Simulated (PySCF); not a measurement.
Vertical excitations of a molecule C2H5ClFNSi from TDDFT-ωB97X/def2-SVPD in PySCF, as energy in eV (oscillator strength): 6.89 (0.032), 7.21 (0.254), 7.38 (0.106), 7.65 (0.077), 8.36 (0.074), 8.55 (0.015), 8.64 (0.011), 8.92 (0.016), 9.01 (0.005), 9.18 (0.007). Lowest triplet (TDA): 4.26 eV. The structure is a stationary point at B3LYP-D3(BJ)/def2-SVP. Other conformers were not sampled.

Question: Identify the compound among the candidates.
(A) C=C[Si](N)(F)Cl
(B) F[Si]1(Cl)CNC1
(C) C/N=C/[Si@H](F)Cl
(D) FC/N=C/[SiH2]Cl

Answer: A, C=C[Si](N)(F)Cl
